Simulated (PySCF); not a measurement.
C6H7NOS.
Structure used (PBE0-D3(BJ)/def2-SVP), in Å, numbered top down from 1:
```
atom  x, y, z in Å
C1    -2.5196   -0.5853   -0.2658
S2    -1.6332   -0.0092    1.2131
O3    -1.9713    1.4475    1.3551
C4     0.0211   -0.0659    0.4850
C5     0.6337    1.1481    0.2003
C6     1.9267    1.1145   -0.3132
C7     2.5370   -0.1264   -0.5014
N8     1.9516   -1.2871   -0.2101
C9     0.7189   -1.2567    0.2828
H10   -2.3079    0.1212   -1.0802
H11   -2.2048   -1.6057   -0.5266
H12   -3.5884   -0.5671   -0.0118
H13    0.0801    2.0723    0.3942
H14    2.4601    2.0350   -0.5602
H15    3.5555   -0.1838   -0.9018
H16    0.2628   -2.2242    0.5303
```

All values: PBE0/def2-SVPD (PySCF, non-relativistic), on one gas-phase PBE0-D3(BJ)/def2-SVP geometry that isn't relaxed in the solvent. The solvent is an IEF-PCM continuum (cavity from Bondi-type radii × 1.2), and excitations are vertical TDDFT with non-equilibrium linear response and a frozen core. Specific hydrogen bonds and non-electrostatic terms are outside this model.

```json
{"run": "gas", "E − E(gas) (kcal/mol)": "0.00", "HOMO (eV)": "-7.02", "HOMO–LUMO gap (eV)": "5.71", "dipole (D)": "2.24", "lowest singlet (eV)": "4.64", "static polarisability (au)": "100.4"}
{"run": "P", "E − E(gas) (kcal/mol)": "-7.11", "HOMO (eV)": "-7.07", "HOMO–LUMO gap (eV)": "5.86", "dipole (D)": "2.81", "lowest singlet (eV)": "4.78", "static polarisability (au)": "127.4"}
{"run": "Q", "E − E(gas) (kcal/mol)": "-10.02", "HOMO (eV)": "-7.10", "HOMO–LUMO gap (eV)": "5.90", "dipole (D)": "3.07", "lowest singlet (eV)": "4.83", "static polarisability (au)": "140.9"}
```

Problem. The runs were made in chloroform and dimethylsulfoxide. Which run belongs to which solvent?

Solution. P = chloroform, Q = dimethylsulfoxide. The dielectric constants are 4.711 (chloroform), 46.83 (dimethylsulfoxide), and the energy falls further as ε rises. The optical constants n² used for the excitations are 2.09, 2.19 in the same order. In this model the ground state sees the solvent through ε alone.

Problem. How constant is the ratio of the lowering to (ε − 1)/(2ε + 1)?

Solution. 
| solvent | (ε − 1)/(2ε + 1) | E − E(gas) (kcal/mol) | ratio (kcal/mol) | polarisation term (kcal/mol) |
| --- | --- | --- | --- | --- |
| chloroform | 0.356 | -7.11 | -20.0 | -8.16 |
| dimethylsulfoxide | 0.484 | -10.02 | -20.7 | -12.17 |

The ratio changes by +3.7 % in size from chloroform to dimethylsulfoxide. The polarisation term is half the interaction of the solute with the induced surface charges.
